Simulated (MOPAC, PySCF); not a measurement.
H₂F₂Si₂, SMILES `F[Si](F)=[SiH2]`, neutral singlet in the gas phase. 

Cartesian coordinates (Å):
```xyz
6

F      1.5815     1.2255    -0.8880
Si     0.7933     0.1254    -0.0634
F      1.9276    -0.6318     0.7437
Si    -1.2912    -0.5893    -0.4246
H     -1.7327     0.8515    -0.4860
H     -1.4125    -0.8507     1.0562
```
Charge 0, spin multiplicity 1.

All levels are single points at this geometry (ωB97X-D3(BJ)/def2-TZVP); Pople sets use spherical d functions. Orbital energies aren't observables, and empty levels follow the basis.

PM6 in MOPAC gives HOMO (eV) = -7.80.

Problem. Estimate the HOMO (eV) from each of these levels: ωB97X-D3(BJ)/def2-TZVP in PySCF; B3LYP/6-31G* in PySCF; B3LYP/LANL2DZ in PySCF; BP86/6-31G* in PySCF; HF/6-31G* in PySCF; HF/STO-3G in PySCF; AM1 in MOPAC; PM3 in MOPAC.

Solution. 
| level | HOMO (eV) |
|---|---|
| ωB97X-D3(BJ)/def2-TZVP in PySCF | -8.98 |
| B3LYP/6-31G* in PySCF | -6.57 |
| B3LYP/LANL2DZ in PySCF | -7.01 |
| BP86/6-31G* in PySCF | -5.95 |
| HF/6-31G* in PySCF | -8.66 |
| HF/STO-3G in PySCF | -5.01 |
| AM1 in MOPAC | -7.78 |
| PM3 in MOPAC | -7.98 |
